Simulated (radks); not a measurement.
Spherical quantum dot in the effective-mass picture: electrons in a hard-walled sphere of radius 7.51, with a point charge +2 (a donor) at the centre, all in effective atomic units (hartree* = m*/eps^2 hartree, bohr* = eps/m* bohr), one dielectric constant everywhere. Method: non-relativistic Kohn-Sham, LDA (Slater exchange, Perdew-Wang correlation), spin-polarised, spherical densities; computed with a radial shooting solver with Libxc functionals. Levels are named by radial order and angular momentum (1s, 1p, 1d, 2s, ...), and open shells are averaged over m. Results are scaled to m* = 0.103 and eps = 13.3, for which hartree* = 15.84 meV and bohr* = 6.833 nm.

N = 37, configuration 1s2 1p6 1d10 2s2 1f14 1g(up 3, down 0). This is the lowest configuration that the search found. Occupied and some empty levels:

| level | occupation | eigenvalue (meV) | <r> (nm) |
|---|---|---|---|
| 1s up | 1 | 87.134 | 7.281 |
| 1s down | 1 | 87.136 | 7.158 |
| 2s up | 1 | 88.635 | 38.80 |
| 2s down | 1 | 88.820 | 38.86 |
| 1p up | 3 | 89.106 | 39.63 |
| 1p down | 3 | 89.295 | 39.58 |
| 1d up | 5 | 90.109 | 40.04 |
| 1d down | 5 | 90.301 | 40.00 |
| 1f up | 7 | 91.564 | 40.46 |
| 1f down | 7 | 91.760 | 40.43 |
| 1g up | 3 | 93.449 | 40.87 |
| 1g down | 0 | 93.647 | 40.85 |
| 1h up | 0 | 95.743 | 41.25 |
| 1h down | 0 | 95.944 | 41.24 |
| 3s up | 0 | 97.359 | 26.47 |
| 3s down | 0 | 97.419 | 26.42 |
| 2p up | 0 | 97.877 | 25.78 |
| 2p down | 0 | 97.930 | 25.70 |
| 2d up | 0 | 100.68 | 29.45 |
| 2d down | 0 | 100.75 | 29.39 |

Energy (meV): total 1627.18, kinetic 314.34, external -297.28, Hartree 1775.8, exchange-correlation -165.71.
